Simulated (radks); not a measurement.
Results of a calculation; reference values are marked as such.
Removal energies from the lutetium ion Lu6+, [Xe] 4f(5/2: 6, 7/2: 5), by Delta-SCF beside the eigenvalue of the level emptied. Level of theory: Dirac Kohn-Sham, BLYP, spin-unpolarised, spherical densities, finite nucleus; Fermi nuclear charge, rms radius of each element as measured or else 0.836 A^(1/3) + 0.57 fm (a radial shooting solver on a logarithmic mesh with Libxc functionals). Sub-shells are occupied by j as written (lower j first in brackets).

removed from                                  final configuration  Delta-SCF (eV)  -eigenvalue (eV)
5p3/2         [Kr] 4d10 4f(5/2: 6, 7/2: 5) 5s2 5p(1/2: 2, 3/2: 3)          117.40            108.76
4f7/2                                     [Xe] 4f(5/2: 6, 7/2: 4)          119.29            105.69
4f5/2                                     [Xe] 4f(5/2: 5, 7/2: 5)          121.16            107.47
5p1/2         [Kr] 4d10 4f(5/2: 6, 7/2: 5) 5s2 5p(1/2: 1, 3/2: 4)          126.98            117.90
